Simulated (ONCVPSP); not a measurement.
## Before and after: ONCV potential for aluminium

| Item | Value |
| --- | --- |
| Element | Al |
| Generator | ONCVPSP 4.0.1 |
| Type | optimised norm-conserving Vanderbilt (ONCV) |
| Functional | PBEsol |
| Relativity | scalar-relativistic |
| Frozen core | [Ne] |
| Valence charge | 3 |
| Reference configuration | 3s1.5 3p1.5 |
| Partial waves | 3s: rc 1.65 bohr, ncon 4, nbas 8, qcut 3.5 1/bohr, 2 projectors, debl 3.6 Ha; 3p: rc 2.75 bohr, ncon 4, nbas 8, qcut 2.4 1/bohr, 3 projectors, debl 2.8 Ha; d scattering state at 0.11 Ha: rc 2.65 bohr, ncon 5, nbas 8, qcut 3.7 1/bohr, 2 projectors, debl 1.6 Ha |
| Local potential | polynomial inside 1.50 bohr (lpopt 5, dvloc0 0 Ha) |
| Core correction | Teter function, fcfact 5.25, rcfact 1.2 |

Change: reference 3s1 3p2.

Cutoffs: the cutoffs (Ha) at which the residual kinetic energy of the hardest occupied pseudo-wave falls to 1 and 0.1 mHa per electron; they do not see the model core or the augmentation charge, which bear on the density cutoff. Errors are all-electron minus pseudo energies relative to the spin-unpolarised reference configuration.

What does the change do?

The potential gets neither clearly harder nor softer (5.5 Ha and 12 Ha → 5.5 Ha and 12 Ha); the lowest positive-energy flag moves from d at 12.8 eV to d at 24.2 eV; neither file shows a bound ghost.

```csv
quantity,base,changed
"cutoff, loose",5.5 Ha,5.5 Ha
"cutoff, tight",12 Ha,12 Ha
loose cutoff by channel,"s 5.5 Ha, p 2.1 Ha","s 5.5 Ha, p 2.1 Ha"
bound ghosts,none,none
GHOST(+) flags under 300 eV,"d at 12.8 eV, s at 118.1 eV","d at 24.2 eV, s at 119.6 eV"
"largest error over its own tests, meV",-6.3,-7.4
s: phases at 1.68 bohr within 0.05 rad from the reference energy up to (Ha; the scan ends near 5),4.1,4.2
p: phases at 2.79 bohr within 0.05 rad from the reference energy up to (Ha; the scan ends near 5),to the end of the scan,to the end of the scan
d: phases at 2.69 bohr within 0.05 rad from the reference energy up to (Ha; the scan ends near 5),0.4,0.7
"rms error of d²Exc/dni dnj with the model core, mHa",0.10,0.21
```

Base: The cutoffs count occupied waves only; projector 2 of the s channel, the hardest unoccupied one, needs 71 Ha at the loose tolerance. Changed file: The cutoffs count occupied waves only; projector 2 of the s channel, the hardest unoccupied one, needs 70 Ha at the loose tolerance.
